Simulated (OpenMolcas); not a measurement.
**Lines of Ar²⁺: computed and rescaled rates**

| Property | Result |
| --- | --- |
| Program | OpenMolcas |
| Method | SS-CASPT2, IPEA 0.25 Eh, imaginary shift 0.1 Eh (closed shells correlated: 2s 2p) |
| Basis | ANO-RCC [8s7p5d4f2g] |
| Scalar Hamiltonian | DKH2, point nucleus |
| Active space | 6 electrons in 8 orbitals (3s 3p 4s 4p) |
| State averaging | 2S+1 = 3 even, 3 roots; 2S+1 = 1 even, 6 roots; 2S+1 = 3 odd, 3 roots; 2S+1 = 1 odd, 3 roots |
| Spin-orbit coupling | state interaction with AMFI integrals over the reference wave functions, term energies averaged over their components |

Rates come from the transition moments of the reference wave functions (E1 and E2 in the length form). At fixed line strength A goes as λ^-3 for E1 and M1 and as λ^-5 for E2, so a rate at the computed wavelength can be rescaled to the measured one. Measured vacuum wavelengths follow from level energies in Saloman, J. Phys. Chem. Ref. Data 39, 033101 (2010). Branching counts decays inside the model space alone, at computed energies, and the table is only a selection of the E2 and M1 lines, drawn from those between levels with measured partners whose computed energy lies within a factor of 1.5 of the measured one.

| Upper | Lower | Type | λ computed (nm) | λ measured (nm) | A computed (s-1) | A rescaled (s-1) | Branching % |
| --- | --- | --- | --- | --- | --- | --- | --- |
| 3s² 3p⁴ ³P₀ | 3s² 3p⁴ ³P₁ | M1 | 23040 | 21830 | 4.43e-03 | 5.21e-03 | 100.0 |
| 3s² 3p⁴ ³P₁ | 3s² 3p⁴ ³P₂ | M1 | 9725 | 8991 | 2.45e-02 | 3.10e-02 | 100.0 |
| 3s² 3p⁴ ¹D₂ | 3s² 3p⁴ ³P₁ | M1 | 752.8 | 775.3 | 7.96e-02 |  | 21.0 |
| 3s² 3p⁴ ¹D₂ | 3s² 3p⁴ ³P₂ | M1 | 698.7 | 713.8 | 2.98e-01 |  | 78.6 |
| 3s² 3p⁴ ¹S₀ | 3s² 3p⁴ ¹D₂ | E2 | 512.4 | 519.3 | 3.23e+00 | 3.02e+00 | 46.6 |
| 3s² 3p⁴ ¹S₀ | 3s² 3p⁴ ³P₁ | M1 | 304.9 | 311 | 3.67e+00 |  | 52.9 |
| 3s² 3p⁴ ¹S₀ | 3s² 3p⁴ ³P₂ | E2 | 295.6 | 300.6 | 3.85e-02 |  | 0.6 |

Spin-changing lines and M1 lines between different terms are not rescaled, since their strength hangs on the term gaps too.

The largest correction is for 3s² 3p⁴ ³P₁ → 3s² 3p⁴ ³P₂ (M1): 2.45e-02 × (9725 / 8991)^3 = 3.10e-02 s-1, a factor of 1.27.

The computed rate and branching of 3s² 3p⁴ ³P₁ → 3s² 3p⁴ ³P₂ give the upper level a radiative lifetime of 1.000 / 2.45e-02 s-1 = 4.08e+01 s, counting decays inside the model space alone. The rescaled rate gives about 3.2e+01 s.

No measured rate stands beside these. Rescaling mends the energy factor alone: line strengths can still be far off where a level mixes with configurations outside the active space, and weak or spin-changing lines hang on small mixing coefficients that depend on the term gaps too, so rescaling need not improve them.

Term energies are means over components that CASPT2 splits; among the terms shown or strongly mixed into the levels shown the widest spread is 51 cm-1 (3s² 3p⁴ ¹D). Over all roots computed the reference weight is 0.86 to 0.96; the roots of lowest weight are the least certain, and an intruder state may touch them. Active for correlation alone: 4p 4s; no level in the range computed is led by a configuration that fills them, so any true level of that kind is missing. Measured partners are found by configuration, term and J. A level has none where our copy of the source lacks it or the pairing is in doubt (some pairs that miss far off the trend of their configuration count as doubtful). Only configurations of the active space appear.
